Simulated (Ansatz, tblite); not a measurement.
Cost and result up the ladder for the cluster YF₃ (4 atoms). Charge 0, multiplicity 1. Geometry: PBE-D4/def2-TZVP.

```xyz
4

Y    -0.106    0.046   -0.106
F     0.569   -1.527   -1.155
F     0.952    1.752   -0.124
F    -1.414   -0.270    1.384
```

Ansatz on 4 threads of Intel Xeon on a shared host; xTB runs through tblite on one thread. Times are rough, summed over both states, and most runs start from the orbitals of an earlier one. CCSD(T)/def2-TZVPP serves as the yardstick here, not as an exact answer. The other state is a triplet at its own geometry.

In the def2 sets Y takes a core potential; there is no spin–orbit coupling. The xTB rows come from tblite. B3LYP takes the VWN-RPA correlation. Correlated methods freeze 3 core orbitals; core or outer-core shells of Y are correlated, in sets that lack core-valence functions. HOMO above LUMO, or a gap near zero within one spin, warns that the state may not be the lowest or that an electron is smeared out. The structure comes from a short search, and lower isomers may exist.

Second-order perturbation terms are unreliable where d shells bring near-degenerate states, and here MP2/def2-TZVP lies more than 0.4 eV from the median of the functionals without such a term.

Correlated methods converge slowly with the basis.

xTB has no spin-polarisation term.

```json
{"level": "PBE-D4/def2-TZVP (with forces)", "functions": "133", "triplet − singlet (eV)": "5.60", "difference from CCSD(T)/def2-TZVPP (eV)": "-1.88", "remarks": "–"}
{"level": "MP2/def2-TZVP", "functions": "133", "triplet − singlet (eV)": "7.82", "difference from CCSD(T)/def2-TZVPP (eV)": "0.33", "remarks": "–"}
{"level": "B3LYP-D4/def2-TZVP", "functions": "133", "triplet − singlet (eV)": "6.23", "difference from CCSD(T)/def2-TZVPP (eV)": "-1.25", "remarks": "–"}
{"level": "GFN2-xTB", "functions": "21", "triplet − singlet (eV)": "2.94", "difference from CCSD(T)/def2-TZVPP (eV)": "-4.55", "remarks": "–"}
{"level": "RPA@PBE/def2-TZVP", "functions": "133", "triplet − singlet (eV)": "5.14", "difference from CCSD(T)/def2-TZVPP (eV)": "-2.34", "remarks": "–"}
{"level": "r2SCAN0-D4/def2-TZVP", "functions": "133", "triplet − singlet (eV)": "6.58", "difference from CCSD(T)/def2-TZVPP (eV)": "-0.91", "remarks": "–"}
{"level": "GFN1-xTB", "functions": "21", "triplet − singlet (eV)": "3.90", "difference from CCSD(T)/def2-TZVPP (eV)": "-3.58", "remarks": "–"}
{"level": "r2SCAN-D4/def2-TZVP", "functions": "133", "triplet − singlet (eV)": "5.85", "difference from CCSD(T)/def2-TZVPP (eV)": "-1.63", "remarks": "–"}
{"level": "CAM-B3LYP-D4/def2-TZVP", "functions": "133", "triplet − singlet (eV)": "6.89", "difference from CCSD(T)/def2-TZVPP (eV)": "-0.59", "remarks": "–"}
{"level": "LDA (SPW92)/def2-TZVP", "functions": "133", "triplet − singlet (eV)": "5.88", "difference from CCSD(T)/def2-TZVPP (eV)": "-1.60", "remarks": "gap within one spin near zero (triplet)"}
{"level": "PBE0-D4/def2-TZVP", "functions": "133", "triplet − singlet (eV)": "6.43", "difference from CCSD(T)/def2-TZVPP (eV)": "-1.05", "remarks": "–"}
{"level": "CCSD(T)/def2-TZVPP", "functions": "149", "triplet − singlet (eV)": "7.48", "difference from CCSD(T)/def2-TZVPP (eV)": "0.00", "remarks": "–"}
```

Estimate how long each takes.

GFN2-xTB 0.014 s; GFN1-xTB 0.015 s; LDA (SPW92)/def2-TZVP 3.9 s; PBE-D4/def2-TZVP (with forces) 7.7 s; RPA@PBE/def2-TZVP 7.8 s; PBE0-D4/def2-TZVP 9.6 s; B3LYP-D4/def2-TZVP 9.9 s; MP2/def2-TZVP 10 s; CAM-B3LYP-D4/def2-TZVP 13 s; r2SCAN-D4/def2-TZVP 13 s; r2SCAN0-D4/def2-TZVP 16 s; CCSD(T)/def2-TZVPP 2.7 min. On shared hardware such times vary by a factor of up to 3.
